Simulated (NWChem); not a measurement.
AlAsH₄; SMILES [AlH2][AsH2]

```xyz
6

Al     0.0698    -1.7937    -0.0038
As     0.1283     0.6357     0.0686
H     -0.6677     0.7463    -1.2276
H      1.4780     0.6775    -0.6406
H      1.3672    -2.6258     0.3917
H     -1.2965    -2.5388    -0.3353
```
Atoms are numbered in this order, from 1.

Results from NWChem. Pople sets run with spherical d functions. STO-3G and 3-21G are far too small for this property and stand as cheap habits. The geometry was optimised at PBE0/def2-SVP. GIAO values for the isolated, static molecule; σ is the absolute isotropic shielding, δ = σ(reference) − σ with the isolated reference molecule computed at the same levels (1H: tetramethylsilane).

```json
[
 {"level": "Hartree-Fock/STO-3G", "σ Al1 (ppm)": "329.7", "σ As2 (ppm)": "2605.4", "δ H3 (ppm)": "-0.55", "δ H5 (ppm)": "3.04"},
 {"level": "LDA (Slater exchange, VWN5)/pcSseg-1", "σ Al1 (ppm)": "163.1", "σ As2 (ppm)": "1852.6", "δ H3 (ppm)": "2.29", "δ H5 (ppm)": "6.87"},
 {"level": "Hartree-Fock/6-31G*", "σ Al1 (ppm)": "…", "σ As2 (ppm)": "…", "δ H3 (ppm)": "…", "δ H5 (ppm)": "…"}
]
```

Problem. Fill in the missing entries.

Solution. 
- Hartree-Fock/6-31G*, σ Al1 (ppm): 365.4
- Hartree-Fock/6-31G*, σ As2 (ppm): 2135.9
- Hartree-Fock/6-31G*, δ H3 (ppm): 1.75
- Hartree-Fock/6-31G*, δ H5 (ppm): 6.27
